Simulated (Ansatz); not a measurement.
Computed with Ansatz on PBE0-D4/def2-TZVP structures; ΔE is electronic, products minus reactants. CCSD(T)/CBS adds triple-zeta CCSD(T) − MP2 to the extrapolated MP2 energy (def2 sets, frozen cores). Functionals use def2-TZVPP. Each species was taken in one conformer, which may not be the lowest.

Consider the formal exchange of groups at a C–C bond: `CCCCCS` + `CCCCCC` → `CCCCCCCCC` + `CCS`.

```json
{"level": "PBE-D4", "ΔE (kJ/mol)": "7.8", "difference from CCSD(T)/CBS": "0.4"}
{"level": "PBE0-D4", "ΔE (kJ/mol)": "8.0", "difference from CCSD(T)/CBS": "0.6"}
{"level": "ωB97M-V", "ΔE (kJ/mol)": "7.4", "difference from CCSD(T)/CBS": "0.0"}
{"level": "B2PLYP", "ΔE (kJ/mol)": "7.5", "difference from CCSD(T)/CBS": "0.1"}
{"level": "PBE0", "ΔE (kJ/mol)": "7.6", "difference from CCSD(T)/CBS": "0.2"}
{"level": "HF/def2-TZVPP", "ΔE (kJ/mol)": "6.2", "difference from CCSD(T)/CBS": "-1.2"}
{"level": "MP2/def2-TZVPP", "ΔE (kJ/mol)": "9.2", "difference from CCSD(T)/CBS": "1.8"}
{"level": "CCSD/def2-TZVPP", "ΔE (kJ/mol)": "7.4", "difference from CCSD(T)/CBS": "0.0"}
{"level": "MP2/def2-QZVPP", "ΔE (kJ/mol)": "8.9", "difference from CCSD(T)/CBS": "1.5"}
{"level": "MP2/CBS(def2)", "ΔE (kJ/mol)": "8.9", "difference from CCSD(T)/CBS": "1.5"}
{"level": "CCSD(T)/CBS", "ΔE (kJ/mol)": "7.4", "difference from CCSD(T)/CBS": "0"}
```

Largest T1 diagnostic among the species: 0.009.
